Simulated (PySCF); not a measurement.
Two species compared at the same levels of theory.

First species: C₅H₈F₃NSi.
Atom-mapped SMILES: `[CH:1]#[C:2][C@@H:3]([CH3:4])[NH:5][SiH2:6][C:7]([F:8])([F:9])[F:10]` (hydrogens: H11 on C1; H12 on C3; H13, H14, H15 on C4; H16 on N5; H17, H18 on Si6)

Cartesian coordinates in Å at the GFN2-xTB level; atoms count from 1:
```xyz
18
C5H8F3NSi angstrom
C      2.620    2.175   -0.376
C      2.020    1.145   -0.481
C      1.259   -0.094   -0.549
C      1.842   -1.124    0.424
N     -0.142    0.167   -0.264
Si    -1.433   -0.493   -1.150
C     -2.988    0.140   -0.188
F     -3.013   -0.261    1.103
F     -3.093    1.485   -0.153
F     -4.134   -0.308   -0.736
H      3.161    3.071   -0.305
H      1.312   -0.485   -1.571
H      2.878   -1.337    0.171
H      1.804   -0.738    1.440
H      1.264   -2.043    0.373
H     -0.275    0.611    0.634
H     -1.530    0.051   -2.503
H     -1.560   -1.954   -1.144
```

Second species: C6H16OSSi.
Cartesian coordinates in Å at the GFN2-xTB level; atoms count from 1:
```
atom  x, y, z in Å
C1     1.5085   -0.9177    1.5134
C2     1.3715   -0.5458    0.0487
C3    -0.0073   -0.8216   -0.5385
C4    -1.1425   -0.1496    0.2314
C5    -2.4833   -0.3252   -0.4752
Si6   -3.9269    0.4711    0.4701
S7     1.6780    1.2942   -0.1412
C8     3.5173    1.2033    0.0215
O9     1.4287    1.5893   -1.5533
H10    1.0996   -1.9110    1.6909
H11    2.5512   -0.9246    1.8227
H12    0.9708   -0.2082    2.1379
H13    2.1228   -1.0554   -0.5594
H14   -0.0092   -0.4449   -1.5648
H15   -0.1770   -1.9017   -0.5793
H16   -0.9189    0.9164    0.3243
H17   -1.2093   -0.5707    1.2364
H18   -2.4129    0.1062   -1.4754
H19   -2.6753   -1.3920   -0.6127
H20   -3.9992   -0.1121    1.8142
H21   -5.1758    0.2025   -0.2450
H22   -3.7088    1.9136    0.5844
H23    3.7697    0.8814    1.0243
H24    3.9008    2.2029   -0.1544
H25    3.9166    0.5240   -0.7230
```

Levels: PBE0/pcSseg-1 for dipole moment, HOMO energy, LUMO energy and HOMO–LUMO gap; GFN2-xTB for rotational constant A and rotational constant C. Geometries: GFN2-xTB. Each structure is a single optimised conformer of the isolated species, non-relativistic unless stated; the electronic structure was computed with PySCF and density fitting.

The conformers computed, where there is a choice (atom-mapped SMILES and torsion angles):
- `[CH:1]#[C:2][C@@H:3]([CH3:4])[NH:5][SiH2:6][C:7]([F:8])([F:9])[F:10]`: C2–C3–N5–Si6 136°, C3–N5–Si6–C7 176°, N5–Si6–C7–F8 -59°
- `[CH3:1][C@@H:2]([CH2:3][CH2:4][CH2:5][SiH3:6])[S@@:7]([CH3:8])=[O:9]`: C1–C2–C3–C4 55°, C2–C3–C4–C5 174°, C3–C4–C5–Si6 179°, C1–C2–S7–C8 76°

```tsv
property	column X	column Y
dipole moment	3.73 D	3.03 D
HOMO energy	-6.51 eV	-7.41 eV
LUMO energy	0.84 eV	-0.20 eV
HOMO–LUMO gap	7.35 eV	7.21 eV
rotational constant A	2.192 GHz	2.203 GHz
rotational constant C	0.440 GHz	0.485 GHz
```

(1) Which column belongs to which species?

(2) How does each property change from the first species to the second?

## Answers

(1) Column X is the second species and column Y the first. The first has 18 atoms and 86 electrons, the second 25 and 90.

(2) dipole moment +0.70 D; HOMO energy +0.90 eV; LUMO energy +1.04 eV; HOMO–LUMO gap +0.14 eV; rotational constant A -0.011 GHz; rotational constant C -0.045 GHz.

On the first: The dipole matches unit charges of opposite sign 0.63 Å apart (1 e·Å = 4.8032 D). A dipole of 3.03 D is allowed in C1, and pure rotational transitions are dipole-allowed.

On the second: The dipole matches unit charges of opposite sign 0.78 Å apart (1 e·Å = 4.8032 D). A dipole of 3.73 D is allowed in C1, and pure rotational transitions are dipole-allowed.
